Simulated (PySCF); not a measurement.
Cl2HSi, SMILES Cl[SiH]Cl (connectivity only; charge and spin as stated), charge +1, multiplicity 1. Atoms are numbered in the order given.

```xyz
4

Cl     0.0000    -1.6983    -0.3244
Si     0.0000     0.0000     0.6377
Cl     0.0000     1.6983    -0.3244
H      0.0000     0.0000     2.1006
```
Charge +1, spin multiplicity 1.

Geometry: TPSSh-D3(BJ)/def2-TZVP. The multiplicity is an assumed one; other spin states were not compared. The isomer is the one that the SMILES or the coordinates give; other isomers of the formula were not compared.

Two levels are set side by side: PBE/pcSseg-2 (PySCF) and HF/pcSseg-2 (PySCF). GIAO shifts against HCl (³⁵Cl), TMS (²⁹Si), TMS (¹H) at the same level; non-relativistic, no solvent, atoms listed together averaged. Without spin–orbit terms, shifts of atoms bonded to Cl or Br come out too high at both levels. Differences are taken from unrounded values.

```csv
quantity,HF,PBE,PBE minus HF
"δ(³⁵Cl) of Cl1, Cl3 (ppm)",198.9,381.5,182.6
δ(²⁹Si) of Si2 (ppm),139.8,144.2,4.4
δ(¹H) of H4 (ppm),7.45,8.07,0.61
```

Rough cost on one machine, each run with all the roots and properties that it gave: HF against PBE within a factor of 2.
